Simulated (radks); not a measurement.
Coulomb parameter of the 5d shell of the tungsten ion W3+ in the model configuration [Xe] 4f14 5d2 6p1, as a second difference U = [E(n + 0.5) + E(n - 0.5) - 2 E(n)] / (0.5)^2 with all orbitals relaxed. "Bare": the charge of the atom changes with n. "Screened": the 6p shell takes up the change at fixed total charge, which measures U(5d,5d) + U(6p,6p) - 2 U(5d,6p). All-electron calculation, scalar-relativistic Kohn-Sham, r2SCAN, spin-unpolarised, spherical densities, finite nucleus; meta-GGA in the generalised Kohn-Sham scheme; Fermi nuclear charge, rms radius 5.3658 fm. Program: a radial shooting solver on a logarithmic mesh with Libxc functionals.

\begin{tabular}{lrr}
case & configuration & E - E(n) (eV) \\ \hline
start & [Xe] 4f14 5d2 6p1 & 0.000 \\
bare +0.5 & [Xe] 4f14 5d2.5 6p1 & -15.798 \\
bare -0.5 & [Xe] 4f14 5d1.5 6p1 & 18.800 \\
screened +0.5 & [Xe] 4f14 5d2.5 6p0.5 & -5.955 \\
screened -0.5 & [Xe] 4f14 5d1.5 6p1.5 & 6.333 \\
\end{tabular}

U(bare) = 12.007 eV, U(screened by 6p) = 1.510 eV, against the Slater integral F0(5d,5d) = 14.532 eV with frozen orbitals.
